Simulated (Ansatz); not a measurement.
`[CH3][Al]([OH])[SH]` + H₂ → `[CH3][AlH][OH]` + H₂S  (hydrogenolysis of the Al–S bond)

Calculated with Ansatz (gas phase, PBE0-D4/def2-TZVP geometries, no zero-point term in ΔE). CBS: MP2 limit from def2 TZ/QZ plus the TZ coupled-cluster correction, frozen cores. This one scheme is used for every species. DFT in def2-TZVPP. B3LYP here is the variant with VWN-RPA as its local correlation; programs differ in this. Each species was taken in one conformer, which may not be the lowest.

CCSD(T)/CBS gives +101.9 kJ/mol.

Question: Another level gave +90.6 kJ/mol. Which?
A. RPA@PBE/def2-TZVPP
B. HF/def2-TZVPP
C. r2SCAN0-D4/def2-TZVPP
D. B3LYP-D4/def2-TZVPP

Answer: A. RPA@PBE/def2-TZVPP 90.6, r2SCAN0-D4 104.8, HF/def2-TZVPP 81.9, B3LYP-D4 98.1 kJ/mol.

Largest T1 diagnostic among the species: 0.011.

In def2-TZVPP, CCSD(T) changes the Hartree–Fock value by +16.0 kJ/mol (the triples alone add +4.5 kJ/mol) and MP2 by +24.7 kJ/mol. Leaving LDA and LC-ωPBE aside and taking each functional with its dispersion term where it has one, the values, not all of them listed here, spread over 17.9 kJ/mol, from B97M-V to r2SCAN-D4. At CCSD(T), def2-SVP lies −15.4 kJ/mol from the extrapolated value and def2-TZVPP −3.9 kJ/mol.
